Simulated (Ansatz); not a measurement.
Ca8O8⁺ (started as a model of: 2x2x4 CaO rock-salt block). Charge 1, multiplicity 2. Geometry PBE-D4/def2-SVP; atoms count from 1.

```csv
atom,x (Å),y (Å),z (Å)
Ca1,-3.033,2.139,0.400
O2,-0.875,1.683,0.445
Ca3,1.363,1.374,0.537
O4,3.521,0.731,0.525
O5,-3.174,1.017,-1.448
Ca6,-0.954,0.691,-1.627
O7,1.258,0.252,-1.466
Ca8,3.432,-0.125,-1.463
O9,-3.403,0.188,1.262
Ca10,-1.224,-0.292,1.566
O11,1.005,-0.667,1.530
Ca12,3.168,-1.084,1.649
Ca13,-3.567,-0.929,-0.587
O14,-1.389,-1.269,-0.509
Ca15,0.815,-1.773,-0.476
O16,3.056,-1.937,-0.339
```

The gap within one spin of the relaxed charge 1 doublet nearly closes, so an electron or hole may be smeared out by delocalisation error.

**Question.** Estimate the Mulliken populations from the PBE/def2-SVP orbitals of Ansatz.

**Answer.** 
```json
{"atom": "Ca1", "charge (e)": "0.85", "spin (α − β)": "-0.01"}
{"atom": "O2", "charge (e)": "-0.76", "spin (α − β)": "0.00"}
{"atom": "Ca3", "charge (e)": "0.81", "spin (α − β)": "0.00"}
{"atom": "O4", "charge (e)": "-0.65", "spin (α − β)": "0.25"}
{"atom": "O5", "charge (e)": "-0.65", "spin (α − β)": "0.25"}
{"atom": "Ca6", "charge (e)": "0.81", "spin (α − β)": "0.00"}
{"atom": "O7", "charge (e)": "-0.76", "spin (α − β)": "0.00"}
{"atom": "Ca8", "charge (e)": "0.85", "spin (α − β)": "-0.01"}
{"atom": "O9", "charge (e)": "-0.65", "spin (α − β)": "0.25"}
{"atom": "Ca10", "charge (e)": "0.81", "spin (α − β)": "0.00"}
{"atom": "O11", "charge (e)": "-0.76", "spin (α − β)": "0.00"}
{"atom": "Ca12", "charge (e)": "0.85", "spin (α − β)": "-0.01"}
{"atom": "Ca13", "charge (e)": "0.85", "spin (α − β)": "-0.01"}
{"atom": "O14", "charge (e)": "-0.76", "spin (α − β)": "0.00"}
{"atom": "Ca15", "charge (e)": "0.81", "spin (α − β)": "0.00"}
{"atom": "O16", "charge (e)": "-0.65", "spin (α − β)": "0.25"}
```
Mulliken values depend strongly on the basis.

**Question.** Where does the spin sit?

**Answer.** Summed by element: Ca -0.03, O 1.03, of 1 unpaired in all. Largest on single atoms: O4 0.25, O5 0.25, O9 0.25.

**Question.** And the Mayer bond orders between heavy atoms (over 0.3)?

**Answer.** Ca1–O2 0.64 (2.21 Å); Ca1–O5 0.64 (2.17 Å); Ca1–O9 0.64 (2.16 Å); O2–Ca3 0.60 (2.26 Å); O2–Ca6 0.41 (2.30 Å); O2–Ca10 0.42 (2.30 Å); Ca3–O4 0.55 (2.25 Å); Ca3–O7 0.41 (2.30 Å); Ca3–O11 0.42 (2.30 Å); O4–Ca8 0.64 (2.17 Å); O4–Ca12 0.64 (2.16 Å); O5–Ca6 0.55 (2.25 Å); O5–Ca13 0.64 (2.16 Å); Ca6–O7 0.60 (2.26 Å); Ca6–O14 0.42 (2.30 Å); O7–Ca8 0.64 (2.21 Å); O7–Ca15 0.42 (2.30 Å); Ca8–O16 0.64 (2.16 Å); O9–Ca10 0.55 (2.25 Å); O9–Ca13 0.64 (2.17 Å); Ca10–O11 0.60 (2.26 Å); Ca10–O14 0.41 (2.30 Å); O11–Ca12 0.64 (2.21 Å); O11–Ca15 0.41 (2.30 Å); Ca12–O16 0.64 (2.17 Å); Ca13–O14 0.64 (2.21 Å); O14–Ca15 0.60 (2.26 Å); Ca15–O16 0.55 (2.25 Å).
